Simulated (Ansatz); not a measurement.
```yaml
crystal:
  periodic: [false, false, false]
  atoms:
    - {symbol: Si, position_ang: [0.387497, 1.050305, -0.384315]}
    - {symbol: Si, position_ang: [0.098405, 2.628787, 1.279565]}
    - {symbol: Si, position_ang: [0.137262, -1.244555, -1.356811]}
    - {symbol: Si, position_ang: [0.510311, -0.893672, 1.286542]}
    - {symbol: Si, position_ang: [-1.198214, 0.699640, 1.654016]}
    - {symbol: Si, position_ang: [0.509116, 0.603081, -2.652095]}
    - {symbol: Si, position_ang: [-0.444367, -2.843576, 0.173086]}
basis:
  gaussian: {orbitals: def2-TZVPD, initial_orbitals: start.molden}
total_charge: -1
magnetization: {spin_polarized: true, initial_magnetization: 3}
hamiltonian: {xc: {name: wB97M-V}}
scf: {omitted_lower_state_checks: [starts]}
output: {orbitals: {seedname: orbitals}}
```

The file start.molden holds the orbitals of an earlier run on this structure, at another level or in another basis.

```sh
$ ansatz run in.yaml --threads 4 --pin off --events-out ev --progress --plain --max-ram 4787MiB
```

Task: Does this run fit into the memory that it is given?

Result: No. It has 301 basis functions, and Ansatz plans for 6 GiB where 5 GiB are given.
